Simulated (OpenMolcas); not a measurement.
**What dynamic correlation does to the levels of P⁴⁺**

```json
{
  "Program": "OpenMolcas 26.06",
  "Basis": "ANO-RCC-VDZ [4s3p]",
  "Scalar Hamiltonian": "X2C, point nucleus",
  "Active space": "1 electron in 4 orbitals (3s 3p)",
  "State averaging": "2S+1 = 2 even, 1 root; 2S+1 = 2 odd, 3 roots",
  "Spin-orbit coupling": "RASSI with atomic mean-field integrals over the reference wave functions, term energies averaged over their components"
}
```

Methods on the same reference wave functions:
A. CASSCF
B. SS-CASPT2, IPEA 0.25 Eh, imaginary shift 0.1 Eh (closed shells correlated: 2s 2p)

Energies in cm-1 above 3s 2S 1/2, the measured ground level; measured values from Martin, Zalubas and Musgrove, J. Phys. Chem. Ref. Data 14, 751 (1985).

```csv
Level,A,B,Measured
3s 2S 1/2,0.0,0.0,0.0
3p 2P* 1/2,90168,90237,88652
3p 2P* 3/2,90705,90774,89447
```

Deviations, from unrounded energies. A percentage is the sum of absolute deviations over the sum of measured energies, with the sign that they share, or ± where signs differ.

```json
{"Against measurement": "mean absolute deviation (cm-1)", "Levels": "2", "A": "1400", "B": "1500"}
{"Against measurement": "other configurations (%)", "Levels": "2", "A": "+1.6", "B": "+1.6"}
```

A, B lie about equally close to measurement. The largest miss of A in the table is 3p 2P* 1/2, by +1500 cm-1. The ranking rests on the paired levels alone, and a cruder setting can come out closer through cancelling errors.

The lowest spin-free term lies below A's lowest term by 0.004 hartree in B.

The basis is small and was not contracted for so high a charge. With one active electron the reference holds no correlation, so core polarisation is missing (holds for A). With one active electron, CASPT2 adds the correlation within the correlated inactive shells and between them and that electron, and leaves the splitting within a term as the reference gives it (holds for B). Computed and measured levels are paired by configuration, term and J; levels that our copy of the source lacks, or whose pairing is in doubt (as where it misses far off the trend of its configuration), stay unpaired and out of the deviations. Only configurations of the active space appear.

* marks odd parity.
